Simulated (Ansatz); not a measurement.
`CB1O[SiH2]1` at its PBE0-D4/def2-TZVP geometry, where that method's forces vanish. Charge 0, multiplicity 1.

```xyz
9

C     0.8858    0.2167   -1.3570
B     0.1278    0.0164   -0.0250
O     0.5143   -0.0609    1.2616
Si   -1.2247   -0.2466    1.2956
H     1.9635    0.3174   -1.2067
H     0.5135    1.1064   -1.8733
H     0.6973   -0.6264   -2.0284
H    -1.6119   -1.5637    1.8580
H    -1.8657    0.8406    2.0753
```

What forces (eV/Å) does ωB97M-V/def2-TZVPP give on these atoms in Ansatz 0.2.0? (Estimate.)

Ansatz gave: 
```
C1   0.070  0.019 -0.125
B2  -0.064 -0.010 -0.014
O3   0.018  0.001  0.048
Si4 -0.086 -0.023  0.158
H5  -0.090 -0.009 -0.008
H6   0.033 -0.067  0.042
H7   0.019  0.064  0.054
H8   0.034  0.163 -0.065
H9   0.067 -0.138 -0.089
```
